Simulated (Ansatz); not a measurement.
The cluster Ca₂O⁺, relaxed as a doublet with UKS B3LYP-D4/def2-TZVP in Ansatz, starting from the GFN2-xTB geometry. Force threshold 0.02 eV/Å.

The structure comes from a short search, and lower isomers may exist.

Start:

```csv
atom,x (Å),y (Å),z (Å)
Ca1,-0.124,-1.364,1.402
Ca2,0.125,1.362,-1.404
O3,-0.001,0.003,0.002
```

```tsv
step	energy (eV)	largest force component (eV/Å)	SCF passes
1	-38921.8453	0.358	31
2	-38921.8563	0.133	35
3	-38921.8582	0.008	30
```

Force components are those of the run's own axes.

End:

```tsv
atom	x (Å)	y (Å)	z (Å)
Ca1	-0.126	-1.384	1.424
Ca2	0.127	1.383	-1.425
O3	-0.001	0.001	0.001
```

By distances, no bond broke or formed. The bond that changes most is Ca2–O3, from 1.96 to 1.99 Å (atoms count from 1).

No frequencies were taken in this run, so the end may be a saddle point.

It took 8.5 s on 4 threads of Arm Neoverse V1 on a shared host.
